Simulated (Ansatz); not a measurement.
`C[B-]1(O)OC(C(F)(F)F)=CC(C(F)(F)F)=[O+]1`. Charge 0, multiplicity 1. The geometry is a stationary point of PBE0-D4/def2-TZVP. It is one conformer, not always the lowest.

```xyz
21

C    -1.170   -1.725   -1.339
B    -1.241   -0.176   -1.040
O    -2.238    0.539   -1.680
O     0.171    0.477   -1.364
C     1.105    0.501   -0.521
C     2.447    0.969   -1.090
F     2.355    2.239   -1.472
F     3.417    0.873   -0.184
F     2.783    0.233   -2.142
C     0.967    0.212    0.828
C    -0.340    0.089    1.273
C    -0.662    0.083    2.769
F    -1.417   -0.965    3.073
F    -1.324    1.191    3.091
F     0.447    0.029    3.503
O    -1.354    0.043    0.530
H    -0.362   -2.234   -0.804
H    -2.110   -2.207   -1.057
H    -1.021   -1.897   -2.408
H    -2.251    1.476   -1.476
H     1.801    0.249    1.508
```

(1) What is the dipole moment at B3LYP/def2-TZVPP? (An estimate is asked.)

(2) And with PBE, r2SCAN, ωB97M-V? (An estimate is asked.)

(3) Give the Mulliken charges with B3LYP, PBE, ωB97M-V in def2-TZVPP. (An estimate is asked.)

Results:

(1) Ansatz gave: 2.82 D, with components (2.01, 0.79, 1.80) D in this frame, pointing from negative to positive charge.

(2) Ansatz gave: PBE 2.64 D, r2SCAN 2.71 D, ωB97M-V 2.85 D.

(3) Ansatz gave: 
```csv
atom,B3LYP,PBE,ωB97M-V
C1,-0.36,-0.38,-0.41
B2,0.28,0.16,0.20
O3,-0.32,-0.28,-0.31
O4,-0.23,-0.15,-0.22
C5,0.22,0.19,0.21
C6,0.52,0.39,0.48
F7,-0.15,-0.11,-0.14
F8,-0.16,-0.12,-0.15
F9,-0.15,-0.10,-0.14
C10,-0.29,-0.27,-0.24
C11,0.22,0.19,0.21
C12,0.52,0.39,0.48
F13,-0.15,-0.10,-0.14
F14,-0.15,-0.11,-0.14
F15,-0.16,-0.12,-0.15
O16,-0.23,-0.15,-0.22
H17,0.06,0.07,0.08
H18,0.10,0.11,0.13
H19,0.10,0.11,0.13
H20,0.17,0.17,0.16
H21,0.17,0.14,0.16
```

B3LYP here is the variant with VWN-RPA as its local correlation; programs differ in this.
